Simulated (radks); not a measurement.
The sulfur ion S2+, 14 electrons, occupied as [Ne] 3s2 3p2.

Calculated with a radial shooting solver on a logarithmic mesh with Libxc functionals: non-relativistic Kohn-Sham, PBE, spin-polarised, spherical densities, point nucleus; open shells are filled with parallel spins first.

Energy parts (hartree):
total: -396.71029
kinetic: 396.25019
electron-nucleus: -931.52088
Hartree: 163.29815
exchange-correlation: -24.73774

Orbitals (lengths in bohr, moments of r in powers of bohr; r(max) is where P^2 peaks):
orbital  occ.  eigenvalue (hartree)   <1/r>    <r^2>   r(max)
1s up       1             -89.07932   15.56  0.01273  0.06372
1s down     1             -89.06679   15.56  0.01272  0.06371
2s up       1              -8.67717   3.049   0.2748   0.3898
2s down     1              -8.66459   3.048   0.2745   0.3900
2p up       3              -6.70018   2.956   0.2446   0.3260
2p down     3              -6.68282   2.956   0.2442   0.3264
3s up       1              -1.48228  0.8691    2.853    1.374
3s down     1              -1.38130  0.8704    2.890    1.366
3p up       2              -1.06625  0.7668    3.576    1.494
3p down     0              -0.96895  0.7597    3.712    1.493

The highest occupied level is 3p up at -29.014 eV. For comparison, the ionisation energy in NIST's Atomic Spectra Database is 34.86 eV (semi-empirical). In exact Kohn-Sham theory the highest level is minus the ionisation energy, but local and semilocal functionals leave it too shallow, through self-interaction and a potential that decays too fast; potentials with the right tail come closer. Summed over all electrons, <r^2> = 14.94 bohr^2, which gives a Langevin (diamagnetic) susceptibility term of -11.8 x 10^-6 cm^3/mol.
